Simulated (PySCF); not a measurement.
A geometry optimisation on [NbO4]3-, `[O]=[Nb-3](=[O])(=[O])=[O]`.

Computed with PBE0-D3(BJ)/def2-SVP geometry optimisation, gas phase, def2 core potentials past Kr (PySCF 2.14.0). Start geometry: GFN2-xTB. A driver script takes a list of jobs; this job's settings line and coordinates (Å) are shown.

Input:
```
{"job": {"xc": "PBE0", "basis": "def2-SVP", "d3": "d3bj", "grid": 1, "maxiter": 40, "kind": "geom"}, "charge": -3, "multiplicity": 1}
Nb    -0.000650    -0.001330    -0.000450
O      0.011560    -0.018770     1.852550
O      1.743810     0.012920    -0.627260
O     -0.879900     1.517780    -0.597540
O     -0.874820    -1.510600    -0.627300
```

Q: Estimate the output.

A: 
```
step   0  E = -357.08529274  max force = 0.010319
step   1  E = -357.08553476  max force = 0.007481
step   2  E = -357.08582777  max force = 0.000256
step   3  E = -357.08582869  max force = 0.000046
optimisation converged
```

Energies in Eh; «max force» is the largest Cartesian gradient component in Eh/bohr.

Q: How much energy does the optimisation release, in eV?

A: E(step 0) − E(last step) = 0.000536 Eh, which is 0.015 eV.

Q: Give the first gradient maximum in eV/Å.

A: With 1 Eh/bohr = 51.422 eV/Å, 0.531 eV/Å.

In short: final energy -357.08583 Eh after 3 steps.

The ion is multiply charged and computed in the gas phase, without counter-ions or solvent; whether it holds all its electrons wasn't checked.

Time: 13 s of wall time. Hardware: one thread, Arm Neoverse V2 (shared host).
Labels such as C1 count atoms from 1, the log's own numbers from 0.
